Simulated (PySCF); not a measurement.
# Where the electron goes

Compound: AlMe2(iBu), C₆H₁₅Al.
Z-matrix (Å and degrees, PBE0-D3(BJ)/def2-SVP geometry), rows numbered from 1:
```
Al
C   1  1.9644
H   2  1.1038  1  111.67
H   2  1.1052  1  110.18  3  -117.25
H   2  1.1014  1  113.58  3   122.31
C   1  1.9645  2  118.11  3    54.23
H   6  1.1054  1  110.09  2    71.27
H   6  1.1034  1  112.21  2   -46.44
H   6  1.1018  1  113.29  2  -169.04
C   1  1.9817  2  120.63  3  -126.20
C  10  1.5375  1  114.60  2   -95.50
C  11  1.5257 10  111.30  1    58.90
C  11  1.5256 10  111.56  1   -65.43
H  10  1.1061  1  108.98  2   141.80
H  10  1.1056  1  108.31  2    26.89
H  11  1.1065 10  108.68  1   176.66
H  12  1.1068 11  111.16 10   -63.66
H  12  1.1015 11  111.83 10   176.83
H  12  1.1010 11  111.52 10    55.77
H  13  1.1050 11  111.26 10    62.65
H  13  1.1008 11  111.40 10   -56.84
H  13  1.1015 11  111.56 10  -177.54
```

Method: TDDFT CAM-B3LYP/def2-SVPD, vertical, gas phase, core orbitals frozen in the response in PySCF 2.14.0, density-fitted response routines.

Kohn–Sham orbitals with the atoms that hold most of them (Löwdin shares over 4%, at most four atoms; ? is withheld):

| orbital | ε (eV) | atoms |
| --- | --- | --- |
| HOMO-3 | -10.67 | C11 21%, C13 19%, C12 18%, C10 12% |
| HOMO-2 | -10.56 | C10 26%, C11 22%, C13 12%, C12 11% |
| HOMO-1 | -8.90 | ? |
| HOMO | ? | ? |
| LUMO | 0.39 | Al1 53%, C2 8%, C6 8%, C10 7% |
| LUMO+1 | 0.62 | Al1 41%, C2 5%, C12 5%, C6 5% |
| LUMO+2 | 1.74 | H16 11%, Al1 8%, C13 8%, C11 8% |

(1) Which atoms hold the HOMO, and with what shares?

(2) Which atoms hold the HOMO-1, and with what shares?

(3) What is the HOMO energy, and the HOMO–LUMO gap?

Answers

(1) C10 (bonded to Al, C and 2 H) 34%; Al1 (bonded to 3 C) 17%; C11 (bonded to 3 C and H) 10%; C2 (bonded to Al and 3 H) 8%. By element: carbon 53% or more, aluminium 17%.

(2) C2 (bonded to Al and 3 H) 29%; C6 (bonded to Al and 3 H) 28%; Al1 (bonded to 3 C) 19%; H5 (bonded to C) 4%. By element: carbon 57% or more, aluminium 19%, hydrogen 4% or more.

(3) ε(HOMO) = -8.44 eV; the gap is 8.82 eV (0.3242 hartree).

Problem. How does S1 compare with the orbital gap of 8.82 eV?

Solution. S1 is at 5.33 eV (f = 0.0022), 3.49 eV below the gap, made of HOMO→LUMO (80%), HOMO→LUMO+1 (16%). 

Problem. Give energy, strength and leading configuration of S1, S2, S3 and S4, and follow the Löwdin shares of the leading atoms from the occupied to the empty orbital.

Solution. 
- S1 (5.33 eV, f 0.0022), HOMO→LUMO (80%): C10 34% → 7%, Al1 17% → 53%, C2 8% → 8%
- S2 (5.71 eV, f 0.0008), HOMO-1→LUMO (81%): C2 29% → 8%, C6 28% → 8%, Al1 19% → 53%
- S3 (6.42 eV, f 0.078), HOMO→LUMO+1 (78%): C10 34% → at most 6%, Al1 17% → 41%, C2 8% → 5%
- S4 (6.70 eV, f 0.098), HOMO-1→LUMO+1 (75%): C2 29% → 5%, C6 28% → 5%, Al1 19% → 41%

Löwdin shares depend on the basis, the more so with diffuse functions.

Hardware: an AMD EPYC 9R45 with 2 threads, shared host. Cost: 38 s wall, 88 s CPU (grids of density and orbitals included), 1.7 GiB resident at most.

One conformer stands for the species.
